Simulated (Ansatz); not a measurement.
`C[O][Al]([F])[Br]` + H₂O → `[OH][Al]([F])[Br]` + CH₃OH at 700 K and 1 bar (formal hydrolysis of the Al–O bond).

Isolated molecules relaxed with PBE0-D4/def2-TZVP in Ansatz; ΔE leaves out vibrations. CCSD(T)/CBS adds triple-zeta CCSD(T) − MP2 to the extrapolated MP2 energy (def2 sets, frozen cores). This one scheme is used for every species. For Br outer-core shells are correlated without core-valence functions, which leaves a few kJ/mol of doubt a bond. Scalar relativity is left out up to krypton. Each species was taken in one conformer, which may not be the lowest.

| species | CCSD(T)/CBS energy (Eh) | H − E (kJ/mol) | S (J/(mol·K)) |
| --- | --- | --- | --- |
| `C[O][Al]([F])[Br]` | -3030.35080 | 189.3 | 465.5 |
| H₂O | -76.37941 | 80.5 | 218.4 |
| `[OH][Al]([F])[Br]` | -2991.11301 | 98.3 | 397.0 |
| CH₃OH | -115.61712 | 170.8 | 288.5 |

H − E and S are ideal-gas, rigid-rotor, harmonic terms from PBE0-D4/def2-TZVP, for one conformer and one mirror image of each species. 1 Eh = 2625.50 kJ/mol, R = 8.31446 J/(mol·K).

By hand: ΔE, ΔH, ΔS and ΔG.

ΔE = (-2991.11301) + (-115.61712) − (-3030.35080) − (-76.37941) = 0.00008 Eh = 0.2 kJ/mol. Δ(H − E) = 98.3 + 170.8 − 189.3 − 80.5 = -0.7, so ΔH = -0.5 kJ/mol. ΔS = 397.0 + 288.5 − 465.5 − 218.4 = 1.6 J/(mol·K). ΔG = -0.5 − 700 × (1.6)/1000 = -1.6 kJ/mol.

By hand: the equilibrium constant, and the temperature at which ΔG would vanish if ΔH and ΔS stayed fixed.

log₁₀ K = −ΔG/(RT ln 10) = 0.1. ΔH and −TΔS have one sign here, so there is no such temperature.

TΔS isn't small against ΔH here. The sign of ΔG lies within the doubt. A doubt of 5 kJ/mol in ΔE shifts log₁₀ K by 0.4 here. Other conformers and mirror images would add mixing entropy, several J/(mol·K) or more a flexible species. These are equilibria of isolated gas molecules and say nothing of rates. Largest T1 diagnostic: 0.010 (customary marks: 0.02 for closed shells, 0.045 for open ones).

ΔS is within the doubt of such terms, so its sign, and with it that verdict, could turn.
